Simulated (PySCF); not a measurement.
Al(H)2(SH) (AlH3S), SMILES [AlH2][SH].

Coordinates come from a PBE0-D3(BJ)/def2-TZVP optimisation.

Computed with TDA-LC-ωPBE/def2-TZVPD run with PySCF.

Vertical excitations. Isolated molecule, no solvent. State labels are in the subgroup Cs.

Computed UV-visible absorptions:
```json
[
 {"state": "S1", "symmetry": "A\"", "energy (eV)": "6.18", "λ (nm)": "201", "f": "0.000", "main pairs": "HOMO−2→LUMO 50 %, HOMO−1→LUMO 44 %"},
 {"state": "S2", "symmetry": "A'", "energy (eV)": "6.30", "λ (nm)": "197", "f": "0.082", "main pairs": "HOMO→LUMO 87 %"},
 {"state": "S3", "symmetry": "A\"", "energy (eV)": "6.46", "λ (nm)": "192", "f": "0.001", "main pairs": "HOMO−1→LUMO 39 %, HOMO−2→LUMO 36 %"},
 {"state": "S4", "symmetry": "A\"", "energy (eV)": "6.69", "λ (nm)": "185", "f": "0.011", "main pairs": "HOMO→LUMO+4 30 %, HOMO→LUMO+1 17 %, HOMO→LUMO+9 14 %, HOMO→LUMO+8 9 %"},
 {"state": "S5", "symmetry": "A\"", "energy (eV)": "7.13", "λ (nm)": "174", "f": "0.121", "main pairs": "HOMO→LUMO+1 34 %, HOMO→LUMO+2 21 %, HOMO→LUMO+6 18 %, HOMO→LUMO+4 8 %"},
 {"state": "S6", "symmetry": "A'", "energy (eV)": "7.84", "λ (nm)": "158", "f": "0.029", "main pairs": "HOMO−1→LUMO+1 36 %, HOMO−1→LUMO+4 23 %, HOMO−1→LUMO+9 9 %, HOMO−1→LUMO+2 8 %"},
 {"state": "S7", "symmetry": "A'", "energy (eV)": "8.20", "λ (nm)": "151", "f": "0.077", "main pairs": "HOMO−2→LUMO+4 18 %, HOMO−1→LUMO+6 13 %, HOMO−2→LUMO+2 13 %, HOMO−1→LUMO+2 12 %"},
 {"state": "S8", "symmetry": "A'", "energy (eV)": "8.47", "λ (nm)": "146", "f": "0.391", "main pairs": "HOMO−1→LUMO+4 25 %, HOMO−2→LUMO+1 15 %, HOMO−2→LUMO+6 12 %, HOMO−2→LUMO+2 12 %"},
 {"state": "S9", "symmetry": "A\"", "energy (eV)": "8.48", "λ (nm)": "146", "f": "0.012", "main pairs": "HOMO→LUMO+3 21 %, HOMO→LUMO+2 19 %, HOMO→LUMO+8 11 %, HOMO→LUMO+12 11 %"},
 {"state": "S10", "symmetry": "A\"", "energy (eV)": "8.59", "λ (nm)": "144", "f": "0.004", "main pairs": "HOMO→LUMO+8 37 %, HOMO→LUMO+3 29 %, HOMO→LUMO+11 11 %, HOMO→LUMO+2 7 %"},
 {"state": "T1", "symmetry": "A'", "energy (eV)": "5.31", "λ (nm)": "234", "f": "0", "main pairs": "HOMO→LUMO 87 %"},
 {"state": "T2", "symmetry": "A\"", "energy (eV)": "5.51", "λ (nm)": "225", "f": "0", "main pairs": "HOMO−2→LUMO 55 %, HOMO−1→LUMO 35 %"},
 {"state": "T3", "symmetry": "A\"", "energy (eV)": "5.90", "λ (nm)": "210", "f": "0", "main pairs": "HOMO−1→LUMO 41 %, HOMO−2→LUMO 28 %, HOMO→LUMO+4 8 %"},
 {"state": "T4", "symmetry": "A\"", "energy (eV)": "6.07", "λ (nm)": "204", "f": "0", "main pairs": "HOMO→LUMO+4 26 %, HOMO→LUMO+9 17 %, HOMO→LUMO+1 16 %, HOMO→LUMO+8 12 %"}
]
```
Triplets are in the Tamm–Dancoff approximation.
